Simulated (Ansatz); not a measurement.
Cost and result for the atomization energy of GaH8NSi, SMILES `[SiH3][NH2+][GaH3-]` (11 atoms, 10 bonds).

Z-matrix (Å, degrees):
```
Si
N 1 1.778
H 1 1.478 2 106.8
H 1 1.486 2 110.4 3 119.7
H 1 1.478 2 106.8 3 -120.5
Ga 2 2.180 1 113.0 3 60.5
H 2 1.015 1 113.3 3 -58.4
H 2 1.015 1 113.3 3 179.3
H 6 1.581 2 98.2 1 -59.6
H 6 1.581 2 98.2 1 60.3
H 6 1.580 2 97.7 1 -179.6
```

Total charge 0; spin multiplicity 1. Correlated methods include outer-core shells of Ga, which these sets cover unevenly. Scalar relativity is left out up to krypton. The structure was optimised at the PBE0-D4/def2-TZVP level. Program: Ansatz. All runs use 4 threads of a server CPU on a shared host. Times are those of one run each, without the atoms' runs, and a repeat can differ threefold. Electronic energies, without spin–orbit coupling; frozen cores. CCSD(T)/CBS adds CCSD(T) − MP2 in def2-TZVPP to the MP2 limit, and its time is that of the two runs behind it. T1 = 0.012. With those shells the extrapolation isn't a true limit.

CCSD(T)/CBS is a level of theory with its own doubt, some kJ/mol a heavy atom from the limit and from the frozen cores, so smaller differences don't rank the functionals.

| level | functions | wall time | atomization (kcal/mol) | difference from CCSD(T)/CBS | per bond |
| --- | --- | --- | --- | --- | --- |
| revPBE-D4/def2-TZVPP | 233 | 3 s | 715.9 | -24.3 | -2.4 |
| PBE-D4/def2-TZVPP (with forces) | 233 | 3.6 s | 727.0 | -13.2 | -1.3 |
| PBE0-D4/def2-TZVPP | 233 | 4.2 s | 723.9 | -16.3 | -1.6 |
| BHLYP-D4/def2-TZVPP | 233 | 4.5 s | 727.1 | -13.1 | -1.3 |
| CAM-B3LYP-D4/def2-TZVPP | 233 | 4.9 s | 741.7 | 1.5 | 0.1 |
| CCSD(T)/def2-SVP | 104 | 6.5 s | 691.6 | -48.6 | -4.9 |
| B2PLYP/def2-TZVPP | 233 | 7.5 s | 726.7 | -13.5 | -1.4 |
| ωB97X-V/def2-TZVPP | 233 | 12 s | 742.4 | 2.2 | 0.2 |
| B97M-V/def2-TZVPP | 233 | 13 s | 741.6 | 1.4 | 0.1 |
| ωB97M-V/def2-TZVPP (with forces) | 233 | 16 s | 737.5 | -2.7 | -0.3 |
| MP2/def2-QZVPP | 456 | 31 s | 725.3 | -14.9 | -1.5 |
| CCSD(T)/def2-TZVPP | 233 | 2.5 min | 724.2 | -16.0 | -1.6 |
| CCSD(T)/CBS(def2) | – | 3 min | 740.2 | 0.0 | 0.0 |

From BLYP to BHLYP (50 % exact exchange), in def2-TZVPP and without D4, the atomization energy moves by +3.3 kcal/mol. In def2-TZVPP, CCSD(T) changes the Hartree–Fock value by +184.5 kcal/mol (the triples alone add +6.3 kcal/mol) and MP2 by +176.1 kcal/mol; breaking electron pairs costs correlation energy, which Hartree–Fock lacks. Leaving LDA and LC-ωPBE aside and taking each functional with its dispersion term where it has one, the values spread over 26.5 kcal/mol, from revPBE-D4 to ωB97X-V. LDA lies +96.5 kcal/mol from PBE without D4, its usual overbinding.
